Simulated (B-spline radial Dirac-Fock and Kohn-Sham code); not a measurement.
ΔSCF core binding energies without Breit or QED terms, calculated with a radial finite-basis atomic code.

A sound run for Cl⁶⁺, configuration [Ne] 3s1: The ground state converged in 8 iterations, with total energy -450.37636 Ha, virial ratio 1.99357 and highest orbital energy -113.75 eV. ΔSCF binding energies: L3 (2p3/2) 322.0 eV. Holes are computed only in closed shells, and unreliable hole states are left out.

A second run, with one unsound setting: The ground state converged in 11 iterations, with total energy -18.64721 Ha, virial ratio 16.28251 and highest orbital energy -16.88 eV. ΔSCF binding energies: L3 (2p3/2) 26.28 eV. Holes are computed only in closed shells, and unreliable hole states are left out.

```
iter   energy (Ha)        error
   1      -16.34622180  1.34e-01
   2      -17.57509962  1.23e-01
   3      -18.63129870  1.97e-02
   4      -18.64513202  5.68e-03
   5      -18.64702902  1.97e-03
   6      -18.64716716  7.04e-04
   7      -18.64720513  1.74e-04
   8      -18.64720661  3.18e-05
   9      -18.64720665  4.06e-06
  11      -18.64720665  3.91e-08
```

Task: Which fault fits the second run best?
A. damping too heavy
B. too few iterations
C. speed of light below Z
D. nuclear radius in wrong units

Result: D. The input had radius_factor = 100000.0: radius_factor inflates the nucleus far beyond its size, which weakens the binding of the inner electrons.
